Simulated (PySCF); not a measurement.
All numbers come from PBE0/[F def2-TZVP, Sr def2-TZVP with ECP28], scalar-relativistic core potentials, density fitting, no spin–orbit coupling, PySCF.

```xyz
3
charge 1 multiplicity 1, angstrom
F    -1.1760    0.0198    0.0000
Sr    0.1294   -0.0022    1.8203
Sr    0.1294   -0.0022   -1.8203
```

[Sr2F]+ (singlet), along the line from F1 (at 0) through Sr2 (at 2.240 Å). Core electrons replaced by a potential are absent, the electrostatic potential uses the reduced nuclear charge, and values within about 0.7 Å of such atoms have no physical meaning.

Tabulate the fields along this line at -0.67, -0.45, -0.22, 0.11, 0.34, 0.56, 0.78, 1.01, 1.23, 1.46, 3.14, 3.36, 3.58 Å.


```
distance (Å)  electron density (e/Å³)  electron localisation function  electrostatic potential (V)
       -0.67                     1.32                           0.824                         11.6
       -0.45                     4.67                            0.85                         43.9
       -0.22                     13.4                           0.229                          225
        0.11                     80.5                           0.724                          681
        0.34                     8.21                           0.735                         96.1
        0.56                     2.63                           0.845                         23.8
        0.78                    0.822                           0.619                         11.7
        1.01                    0.393                           0.115                         13.3
        1.23                    0.568                           0.322                         21.4
        1.46                      1.5                           0.851                         40.9
        3.14                    0.992                           0.878                         29.5
        3.36                    0.322                           0.725                         18.1
        3.58                   0.0993                           0.366                           13
```

On a grid of 0.11 Å the density has a local minimum along the bond near 1.01 Å from F, at 0.39 e/Å³, where the ELF is 0.12.
